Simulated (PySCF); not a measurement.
methylselanylethene (C3H6Se), SMILES [Se](C=C)C. Geometry optimised at PBE-D3(BJ)/def2-SVP. The values are those of a single conformer.

Computed equilibrium geometry at PBE-D3(BJ)/def2-SVP (PySCF confirms it by a frequency run) as Cartesian coordinates in Å (one conformer of several):
```xyz
10

C      2.2162    -0.9848    -0.3430
C      0.9535    -0.9357     0.1219
Se    -0.2094     0.5613    -0.0543
C     -1.8851    -0.3666     0.3668
H      2.6674    -0.1610    -0.9188
H      2.8457    -1.8665    -0.1459
H      0.5215    -1.7769     0.6920
H     -2.1281    -1.1126    -0.4124
H     -2.6763     0.4059     0.3952
H     -1.8169    -0.8505     1.3596
```
